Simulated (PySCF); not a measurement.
Species: CH4BFN2.
Numbering: `[CH2:1]=[N:2][B:3]([NH2:4])[F:5]` (hydrogens: H6, H7 on C1; H8, H9 on N4)

Torsions of this conformer, `[CH2:1]=[N:2][B:3]([NH2:4])[F:5]`: C1–N2–B3–N4 96°, H–N4–B3–N2 170°, H–N4–B3–N2 -5°.

The closed-shell ground state was solved at several levels (PySCF, density fitting, gas phase, non-relativistic). Geometry: GFN2-xTB, one conformer, isolated molecule.

| level | basis functions | total energy (Eh) | HOMO (eV) | LUMO (eV) | gap (eV) | dipole (D) |
| --- | --- | --- | --- | --- | --- | --- |
| PBE0/pcSseg-1 | 105 | -274.4852 | -6.83 | -0.74 | 6.09 | 2.61 |
| CAM-B3LYP/def2-SVPD | 135 | -274.5257 | -8.36 | 0.31 | 8.67 | 2.59 |

**Question.** Estimate the row for B3LYP/pcJ-1, a basis of 175 functions; the other rows only guide the guess.

**Answer.** Total energy -274.8355 Eh, HOMO -6.60 eV, LUMO -0.98 eV, gap 5.62 eV, dipole 2.59 D.

**Question.** Over all these levels, which gives the widest orbital gap and which the narrowest?

**Answer.** CAM-B3LYP/def2-SVPD (range-separated hybrid) has the widest, 8.67 eV, and B3LYP/pcJ-1 (global hybrid, 20 % exact exchange) the narrowest, 5.62 eV. Functional and basis both differ between the two, so the spread mixes both effects.

**Question.** How far do the dipole and the HOMO energy spread over the levels?

**Answer.** The dipole runs from 2.59 to 2.61 D (mean 2.60 D) and the HOMO from -8.36 to -6.60 eV.
